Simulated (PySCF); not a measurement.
Constitutional and geometric isomers with formula C2H6N2. Gas-phase values, no solvent. One relaxed conformer stands for each flexible species; it need not be the lowest. Strings in code marks are SMILES. All members: neutral, multiplicity 1. Level: TPSSh-D3(BJ)/def2-TZVP // B3LYP-D3(BJ)/def2-TZVP (PySCF), beside PBE-D3(BJ)/def2-TZVP // B3LYP-D3(BJ)/def2-TZVP (PySCF) at the same geometries. Delta-SCF ions had no search for a lower state.  The removal energy is E(N − 1 electrons) − E(N electrons) at the parent's geometry.

```csv
species,"vertical ionisation energy (Delta-SCF), PBE (eV)","vertical ionisation energy (Delta-SCF), TPSSh-D3(BJ) (eV)"
"`C=C(N)N` (N–C–N–H torsion -46°, N–C–N–H torsion -46°)",7.76,7.72
`C1NCN1`,7.99,8.13
`C/N=C/N` (N–C–N–H torsion 14°),8.77,withheld
`C/N=C\N` (N–C–N–H torsion 165°),8.90,8.88
`[H]/N=C\NC` (C–N–C–N torsion 6°),8.90,8.82
`[H]/N=C(/C)N` (N–C–N–H torsion 16°),9.20,9.12
```

Q: Fit y = a + b·x, y being the vertical ionisation energy (Delta-SCF) at the first level, to the 5 complete rows by least squares, with x = the PBE value in eV. Give a, b and the rms residual, and predict the withheld value.

A: Means of the 5 rows: x̄ = 8.55, ȳ = 8.534 eV. Σ(x − x̄)² = 1.6052 and Σ(x − x̄)(y − ȳ) = 1.4714, so b = 0.917 and a = ȳ − b·x̄ = 0.694 eV. The rms residual is 0.066 eV. At x = 8.77 the line gives 8.74 eV. The run for `C/N=C/N` (N–C–N–H torsion 14°) gave 8.74 eV, so the line is off by 0.00 eV, within twice the rms residual.

Codes: PySCF.
